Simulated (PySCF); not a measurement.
**CdF from Hartree–Fock to correlated methods**

State: ²Σ⁺ (doublet), unpaired electrons σ ↑. Set-up: PySCF, scalar-relativistic core potentials, basis sets Cd def2-SVP with ECP28, F def2-SVP. De refers to Cd + F in their high-spin ground configurations, without counterpoise correction. The functionals are run spin-unrestricted. A positive dipole means Cd(−)F(+).

| Level | Re (Å) | ωe (cm⁻¹) | De (eV) | μ (D) |
| --- | --- | --- | --- | --- |
| UHF | 1.981 | 576 | 1.39 | -3.86 |
| UHF-MP2 | 1.974 | 578 | 2.32 | n/a |
| UHF-SCS-MP2 | 1.978 | 575 | 2.14 | n/a |
| UHF-CCSD | 1.980 | 570 | 2.03 | n/a |
| UHF-CCSD(T) | 1.981 | 566 | 2.05 | n/a |
| PBE | 2.008 | 502 | 2.58 | -2.79 |
| r²SCAN | 1.984 | 536 | 2.56 | -2.99 |
| M06-L | 2.011 | 507 | 2.34 | -3.24 |
| PBE0 | 1.985 | 538 | 2.32 | -3.21 |
| r²SCAN0 | 1.973 | 558 | 2.30 | -3.32 |
| BHandHLYP | 1.978 | 558 | 1.97 | -3.54 |

**Question.** Which functional lies closest to UHF-CCSD(T) in De, which farthest, and by how much do they differ from it?

**Answer.** Closest is BHandHLYP (-0.3 pm in Re, -1.4 % in ωe, -0.08 eV in De against UHF-CCSD(T) in the same basis), farthest PBE (+2.7 pm in Re, -11.3 % in ωe, +0.53 eV in De). CCSD(T) converges more slowly with the basis than the functionals do and binds too weakly in this one, so the order can change at the basis-set limit.

**Question.** What does the step from GGA to meta-GGA do here, going from PBE to r²SCAN?

**Answer.** r²SCAN less PBE: -2.4 pm in Re, +6.8 % in ωe, -0.02 eV in De. 

**Question.** What does a quarter of exact exchange do here, going from r²SCAN to r²SCAN0?

**Answer.** r²SCAN0 less r²SCAN: -1.1 pm in Re, +4.1 % in ωe, -0.26 eV in De. Exact exchange removes part of the self-interaction that spreads semilocal densities, and in most molecules shortens and stiffens the bond and lowers De; so it does here.

Correlated steps freeze 1 core orbital. Correlated levels converge slowly with the basis: in double zeta they bind strong bonds too weakly, by up to about 1 eV, and carry superposition errors of some tenths. Spin–orbit coupling is left out. The state is the lowest determinant that a PBE0 search found; another state may lie lower at other levels.

The whole job (state search and all levels along the bond) took about 1.7 min on 1 thread of Intel Xeon 6975P-C (shared host), peak memory 0.5 GiB.
